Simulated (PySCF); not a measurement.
# Converging NaPb in the basis (PBE)

PySCF, UKS reference; quartet, unpaired electrons σ ↑, π ↑↑; De to Na + Pb without counterpoise correction.

```tsv
basis	relativity	functions	Re (Å)	ωe (cm⁻¹)	De (eV)	μ (D)
def2-SVP	scalar-relativistic core potentials	41	2.992	158	1.07	-5.94
def2-SVPD	scalar-relativistic core potentials	50	2.999	158	1.08	-5.84
aug-cc-pVDZ/aug-cc-pVDZ-PP	scalar-relativistic core potentials	59	3.003	157	1.07	-5.95
```

(1) How does each smaller set differ from the one with most functions, aug-cc-pVDZ/aug-cc-pVDZ-PP?

A positive dipole means Na(−)Pb(+). These are scalar-relativistic numbers at best; spin–orbit coupling would shift them, the dissociation energy most. The state is the lowest determinant that a PBE0 search found; another state may lie lower at other levels.

Answers

(1) def2-SVP: -1.1 pm, +0.6 % in ωe, +0.00 eV in De; def2-SVPD: -0.4 pm, +0.6 % in ωe, +0.01 eV in De. All at PBE; the set with most functions is neither the basis-set limit nor always the best.
